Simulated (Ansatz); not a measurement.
Start from `CN[SiH2]CN` and change one atom or group to get `NC[SiH2]BF`.

Ansatz, PBE0-D4/def2-TZVP geometries, multiplicity 1. Each molecule was computed in one conformer, which needn't be the lowest.

```json
{"property": "HOMO–LUMO gap (PBE0/def2-TZVPP) / eV", "`CN[SiH2]CN`": "7.08"}
{"property": "HOMO–LUMO gap (ωB97M-V/def2-TZVPP) / eV", "`CN[SiH2]CN`": "10.92"}
{"property": "HOMO energy (PBE0/def2-TZVPP) / eV", "`CN[SiH2]CN`": "-6.44"}
{"property": "LUMO energy (PBE/def2-TZVPP) / eV", "`CN[SiH2]CN`": "-0.21"}
{"property": "HOMO energy (ωB97M-V/def2-TZVPP) / eV", "`CN[SiH2]CN`": "-8.78"}
{"property": "LUMO energy (ωB97M-V/def2-TZVPP) / eV", "`CN[SiH2]CN`": "2.14"}
```

(1) What does the change do to each property? (Best estimate.)

## Answers

(1) Ansatz gave: 
| property | `NC[SiH2]BF` | shift |
| --- | --- | --- |
| HOMO–LUMO gap (PBE0/def2-TZVPP) / eV | 5.36 | -1.72 |
| HOMO–LUMO gap (ωB97M-V/def2-TZVPP) / eV | 9.73 | -1.19 |
| HOMO energy (PBE0/def2-TZVPP) / eV | -6.94 | -0.50 |
| LUMO energy (PBE/def2-TZVPP) / eV | -2.57 | -2.36 |
| HOMO energy (ωB97M-V/def2-TZVPP) / eV | -9.33 | -0.55 |
| LUMO energy (ωB97M-V/def2-TZVPP) / eV | 0.40 | -1.74 |

With PBE0 the HOMO falls by 0.50 eV and the LUMO falls by 2.23 eV, so the gap narrows by about 1.73 eV. PBE moves the HOMO by -0.40 eV and ωB97M-V by -0.55 eV.
